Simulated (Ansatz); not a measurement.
Two members of one family (Series Mo(NH)2X2), computed with Ansatz in the gas phase; def2 core potentials for Mo, no spin–orbit coupling. The two geometries come from different levels. A negative affinity means that the extra electron isn't bound at that geometry and level; within about 0.2 eV of zero the sign isn't settled. Binding counts from free atoms in the multiplicity of their measured ground term, without zero-point energy. Names give formal oxidation states. A dash marks a value that wasn't run or was left out as unsound. The structures are stationary points that may keep the symmetry of their start. Remarks come from the PBE and PBE0 runs and from stability tests at other levels; not every state was tested. A HOMO above zero means that the electron is unbound at that level and held by the basis, or that self-interaction error raises the level; the energy of removing that electron tells which. HOMO above LUMO (over both spins in singlets and doublets, within one spin in higher multiplets; at PBE or PBE0), or a gap under 0.15 eV within one spin, warns that the state may not be the lowest or that an electron is smeared out.

First: Mo(NH)2(OH)2 (singlet, charge 0, B3LYP-D4/def2-SVP geometry).

```xyz
9

Mo    0.0202    0.0892    0.0691
N    -1.5160   -0.7046   -0.0792
H    -2.1832   -1.3832   -0.4417
N     1.2167   -0.6370   -0.9556
H     1.5836   -1.3039   -1.6321
O     0.6381   -0.0686    1.8589
H     0.0121   -0.2540    2.5713
O    -0.2295    1.9020   -0.4444
H     0.4580    2.3600   -0.9463
```

```csv
level,HOMO (eV),LUMO (eV),gap (eV),vertical IE (eV),vertical EA (eV),vertical triplet (eV),binding per atom (eV)
PBE-D4/def2-TZVPD,-6.41,-2.20,4.22,–,-0.32,–,4.13
BLYP-D4/def2-TZVP,-6.22,-2.00,4.22,–,–,–,4.11
r2SCAN-D4/def2-TZVP,-6.64,-2.03,4.60,9.44,–,4.03,3.87
r2SCAN-D4/def2-TZVPD,-6.68,-2.11,4.57,–,-0.45,–,3.88
PBE0-D4/def2-TZVP,-7.71,-1.33,6.38,9.63,–,3.90,3.80
```

Metal–donor distances: 2 × N 1.73 Å, 2 × O 1.90 Å. Remarks: restricted SCF unstable in HF, spin-contaminated (⟨S²⟩ up to 0.83) (+1 doublet), HOMO above zero (-1 doublet), gap within one spin near zero at PBE or PBE0 (triplet).

Second: Mo(NH)2(NH2)2 (singlet, charge 0, r2SCAN-D4/def2-SVP geometry).

```xyz
11

Mo   -0.0852    0.1495    0.1009
N    -1.0688   -0.1358    1.5137
H    -1.6582    0.1126    2.3071
N     0.1093    1.8145   -0.3834
H    -0.0210    2.8240   -0.3322
N    -0.9399   -0.7798   -1.3869
H    -0.9063   -0.4649   -2.3527
H    -1.5717   -1.5693   -1.2816
N     1.6961   -0.5412    0.4980
H     1.8888   -1.2552    1.1958
H     2.5569   -0.1543    0.1213
```

Problem. What does the change do? Estimate second minus first.

Solution. 
```csv
level,Δ HOMO (eV),Δ LUMO (eV),Δ gap (eV),Δ vertical IE (eV),Δ vertical EA (eV),Δ vertical triplet (eV),Δ binding per atom (eV)
PBE-D4/def2-TZVPD,1.02,0.42,-0.60,–,-0.39,–,-0.27
BLYP-D4/def2-TZVP,1.03,0.42,-0.60,–,–,–,-0.26
r2SCAN-D4/def2-TZVP,1.05,0.45,-0.61,-1.21,–,-0.39,-0.26
r2SCAN-D4/def2-TZVPD,1.04,0.45,-0.59,–,-0.42,–,-0.26
PBE0-D4/def2-TZVP,1.14,0.46,-0.68,-1.23,–,-0.31,-0.20
```

Metal–donor distances: 4 × N 1.74 to 1.95 Å. Remarks: HOMO above zero (-1 doublet), gap within one spin near zero at PBE or PBE0 (-1 doublet).
